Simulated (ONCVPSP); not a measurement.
## Cr (Z = 24): what ONCVPSP 4.0.1 does with a changed input

Command:

```bash
oncvpspr.x < Cr.dat > Cr.out
```

Input:

```
# ATOM AND REFERENCE CONFIGURATION
# atsym  z   nc   nv     iexc    psfile
  Cr 24.00    5    2        4      upf
#
#   n    l    f
    1    0    2.00
    2    0    2.00
    2    1    6.00
    3    0    2.00
    3    1    6.00
    3    2    5.00
    4    0    0.00
#
# PSEUDOPOTENTIAL AND OPTIMIZATION
# lmax
    2
#
#   l,   rc,      ep,       ncon, nbas, qcut
    0    2.30    0.00    4    8    2.70
    1    2.00    0.39    3    7    4.60
    2    1.10    0.00    4    8    8.40
#
# LOCAL POTENTIAL
# lloc, lpopt,  rc(5),   dvloc0
    4    5    0.80    0.00
#
# VANDERBILT-KLEINMAN-BYLANDER PROJECTORs
# l, nproj, debl
    0    2    3.40
    1    2    1.90
    2    2    1.40
#
# MODEL CORE CHARGE
# icmod, fcfact, rcfact
    0    0.00    0.00
#
# LOG DERIVATIVE ANALYSIS
# epsh1, epsh2, depsh
   -2.00    5.00    0.02
#
# OUTPUT GRID
# rlmax, drl
    6.00    0.01
#
# TEST CONFIGURATIONS
# ncnf
    4
# nvcnf
#   n    l    f
    2
    3    2    5.00
    4    0    0.00
#
    2
    3    2    4.00
    4    0    0.00
#
    2
    3    2    3.00
    4    0    0.00
#
    2
    3    2    4.00
    4    0    2.00
#
```

This is an input that runs to its end, with one change: occupation of the last valence shell set to 0.00. The unchanged file is no sound one. Note: ghosts flagged at negative energy: s at -110.3 eV, p3/2 at -1316.4 eV, p3/2 at -17.5 eV, p1/2 at -1522.2 eV, p1/2 at -22.1 eV; GHOST(+) flagged for s at 140.5 eV. A true bound ghost makes a file unfit for plane-wave use.

Task: How does the run end?

Result: The program refuses the input: "test_data: f <= 0.0, reference configuration line 7".

```
ONCVPSP  (Optimized Norm-Conservinng Vanderbilt PSeudopotential)
relativistic version 4.0.1

test_data: f <= 0.0, reference configuration line   7
ERROR: test_data found   1 ERROR; stopping
```
